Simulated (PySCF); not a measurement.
# Pt: ionisation energy

Pt [Xe] 4f14 5d9 6s1 (3D) → Pt⁺ [Xe] 4f14 5d9 (2D), as a difference of total energies. Computed with PySCF 2.14 in cc-pVTZ-PP with ECP60MDF (5s5p4d2f1g, 63 functions), with a scalar-relativistic core potential. Correlated levels: valence: 5s2 5p6 frozen. The calculations carry no spin-orbit coupling.

Problem. Order these methods by the ionisation energy they give, lowest first.
A. SCS-MP2 (valence)
B. UHF
C. M06-2X
D. MP2 (valence)

Solution. B (7.569 eV), A (8.711 eV), C (8.875 eV), D (8.925 eV).

The reference lies between the lowest fine-structure levels, while these numbers refer to the centres of the terms.

Errors of the correlated levels include the incompleteness of this basis and the frozen core.

For comparison: 8.959 eV (measured; NIST Atomic Spectra Database, ionization energies).
